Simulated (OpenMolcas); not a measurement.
An OpenMolcas run meant for Xe V (ANO-R1, X2C; inactive shells 1s 2s 2p 3s 3p 3d 4s 4p 4d; intended active space 4 electrons in 9 orbitals (RAS2 5s 5p; RAS3 5d, at most 2 electrons)). One step of its input:

```
&CASPT2
Multistate=3 1 2 3
Frozen=9 9
IPEA=0.25
Imaginary=5.0
MaxIter=60
WThr=0.0 0.3 0.05
PrWF=0.5
NoMix
```

The run finished. Its levels beside those of a sound run (SS-RASPT2, IPEA 0.25 Eh, imaginary shift 0.1 Eh (closed shells correlated: 4d)), in cm⁻¹ above each run's lowest level:

```json
{"Level": "5s² 5p² ³P₀", "This run": "0.0", "Usual run": "0.0"}
{"Level": "5s² 5p² ³P₁", "This run": "8694", "Usual run": "8714"}
{"Level": "5s² 5p² ³P₂", "This run": "14308", "Usual run": "14272"}
{"Level": "5s² 5p² ¹D₂", "This run": "29564", "Usual run": "29410"}
{"Level": "5s² 5p² ¹S₀", "This run": "46872", "Usual run": "46676"}
{"Level": "5s 5p³ ⁵S°₂", "This run": "86100", "Usual run": "86981"}
{"Level": "5s 5p³ ³D°₁", "This run": "114507", "Usual run": "114462"}
{"Level": "5s 5p³ ³D°₂", "This run": "115016", "Usual run": "115070"}
{"Level": "5s 5p³ ³D°₃", "This run": "118464", "Usual run": "118534"}
{"Level": "5s 5p³ ³P°₀", "This run": "133143", "Usual run": "133028"}
{"Level": "5s 5p³ ³P°₁", "This run": "134105", "Usual run": "133825"}
{"Level": "5s 5p³ ³P°₂ [66 %]", "This run": "135278", "Usual run": "135031"}
```

Question: Which setting is unsound, and how much does it matter here?

Answer: The level shift is far above the usual 0.1 to 0.3 hartree and damps the second-order energy. Against the sound run the excited levels shown move by 190 cm-1 on average and by 880 cm-1 at most.

CASPT2 breaks the degeneracy within a term, and the mean is taken; among the terms shown or strongly mixed into the levels shown the widest spread is 17 cm-1 (5s 5p³ ¹D°, the sound run). Active for correlation alone: 5d; no level in the range computed is led by a configuration that fills it, so any true level of that kind is missing. Some terms mix strongly with configurations of 5d, whose occupation reaches 0.36 (5s 5p³ ¹D°). The basis is small and was not contracted for so high a charge. Only configurations of the active space appear.

A share in square brackets marks a mixed level and gives the weight of the term that names it, the lowest over the columns. ° marks odd parity.
